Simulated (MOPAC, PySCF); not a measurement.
H$_{3}$In, SMILES `[InH3]`, neutral singlet in the gas phase. 

Cartesian coordinates (Å):
```xyz
4

In     0.0000     0.0000     0.0000
H     -1.4343    -0.9680    -0.0203
H     -0.1213     1.7262     0.0137
H      1.5556    -0.7582     0.0066
```
Charge 0, multiplicity 1.

All levels are single points at this geometry (B3LYP-D3(BJ)/def2-TZVP); Pople sets use spherical d functions. Orbital energies aren't observables, and empty levels follow the basis.

PM3 in MOPAC gives HOMO (eV) = -12.15.

Problem. Estimate the HOMO (eV) from each of these levels: TPSSh-D3(BJ)/def2-TZVP in PySCF; B3LYP/6-31G* (LANL2DZ on In) in PySCF; PBE/6-31G* (LANL2DZ on In) in PySCF; SVWN5/6-31G* (LANL2DZ on In) in PySCF; HF/6-31G* (LANL2DZ on In) in PySCF; AM1 in MOPAC; PM6 in MOPAC; PM7 in MOPAC.

Solution. 
```json
[
 {"level": "TPSSh-D3(BJ)/def2-TZVP in PySCF", "HOMO (eV)": "-7.63"},
 {"level": "B3LYP/6-31G* (LANL2DZ on In) in PySCF", "HOMO (eV)": "-8.15"},
 {"level": "PBE/6-31G* (LANL2DZ on In) in PySCF", "HOMO (eV)": "-7.16"},
 {"level": "SVWN5/6-31G* (LANL2DZ on In) in PySCF", "HOMO (eV)": "-7.12"},
 {"level": "HF/6-31G* (LANL2DZ on In) in PySCF", "HOMO (eV)": "-11.17"},
 {"level": "AM1 in MOPAC", "HOMO (eV)": "-10.78"},
 {"level": "PM6 in MOPAC", "HOMO (eV)": "-11.37"},
 {"level": "PM7 in MOPAC", "HOMO (eV)": "-10.76"}
]
```
